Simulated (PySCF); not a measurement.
**Fine-structure interval of Ag²⁺ by level of theory**

Ag²⁺ [Kr] 4d9 [4d3/2^4 4d5/2^5, M_J = 5/2] → Ag²⁺ [Kr] 4d9 [4d3/2^3 4d5/2^6, M_J = 3/2], as a difference of total energies. Calculation: PySCF 2.14, in x2c-SVPall-2c (6s8p6d1f, 67 functions); the two-component X2C-1e Hamiltonian. Correlated levels: [Ar] 3d10 frozen; the 6 highest virtual spinors dropped. "Screened" scales the spin-orbit matrix elements by Boettger's factors to mimic the two-electron term; Breit and QED terms are absent.

```tsv
method	fine-structure interval (cm⁻¹)
GHF (screened spin-orbit)	4664.3
GMP2 (screened spin-orbit)	4972.1
GHF (bare spin-orbit)	6004.4
```
